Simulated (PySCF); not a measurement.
[InCl4]- (charge -1).
Structure used (PBE0-D3(BJ)/def2-SVP), in Å, numbered top down from 1:
```xyz
5
InCl4 angstrom
In     0.0218   -0.0141    0.0015
Cl    -0.2315   -0.1625    2.3773
Cl     2.3433    0.0051   -0.5832
Cl    -1.0256    1.9645   -0.8474
Cl    -1.0333   -1.9035   -1.0103
```

Theory: PBE0-D3(BJ)/def2-SVP geometry optimisation, gas phase, def2 core potentials past Kr (PySCF 2.14.0).

(1) Which atoms are bound to In1, and at what distances?

(2) List the angles at In1.

(3) What is the shape at In1?

Results:

(1) 4 atoms: Cl5 2.389 Å, Cl2 2.394 Å, Cl3 2.394 Å, Cl4 2.394 Å.

(2) 
```csv
angle,degrees,distance of the outer atoms (Å)
Cl2–In1–Cl4,110.9,3.94
Cl2–In1–Cl3,110.2,3.93
Cl3–In1–Cl5,109.3,3.90
Cl3–In1–Cl4,109.3,3.91
Cl2–In1–Cl5,108.9,3.89
Cl4–In1–Cl5,108.1,3.87
```

(3) Tetrahedral: angles from 108.1° to 110.9°; τ4 = (360° − α − β)/141° = 0.99 with α and β the two widest (0 for a square, 1 for a tetrahedron).

Charge -1, singlet. The geometry's basis has no diffuse functions, a weakness for an anion. No frequency check.
